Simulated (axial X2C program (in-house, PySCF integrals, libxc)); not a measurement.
## Correcting the dissociation energy of SnS for spin–orbit coupling

A spin-free PBE0 curve (one-electron X2C) was computed with an in-house relativistic program for diatomic molecules, basis Sn dyall-cv3z [11s12p9d4f1g], S dyall-av3z [9s8p3d2f] (cores contracted in-house), for the state M_S = 0, Λ = 0 (closed shell). It gives D0 = 4.918 eV to Sn + S, which in a spin-free picture are the weighted means of the ground terms.

Measured levels of the ground terms (NIST Handbook of Basic Atomic Spectroscopic Data), in cm⁻¹: Sn 3P: J = 0 at 0, J = 1 at 1691.8, J = 2 at 3427.7; S 3P: J = 2 at 0, J = 1 at 396.1, J = 0 at 573.6.

The molecular state has Λ = 0, so it has no first-order lowering.

**Question.** How far does each ground level lie under the (2J+1)-weighted mean of its term?

**Answer.** Sn: (1 × 0 + 3 × 1691.8 + 5 × 3427.7)/9 = 2468 cm⁻¹; S: (5 × 0 + 3 × 396.1 + 1 × 573.6)/9 = 196 cm⁻¹.

**Question.** Correct D0.

**Answer.** D0 = 4.918 + (0 − 2664)/8065.5 = 4.588 eV at PBE0 with these spin–orbit terms.

Second-order spin–orbit effects in the molecule, which grow quickly with Z, are left out. The state is one determinant whose occupation by symmetry is held fixed; it was picked as the lowest of a PBE0 search that is not exhaustive. De is counted from the lowest determinant-based energies of the atoms at the same level, without counterpoise correction.
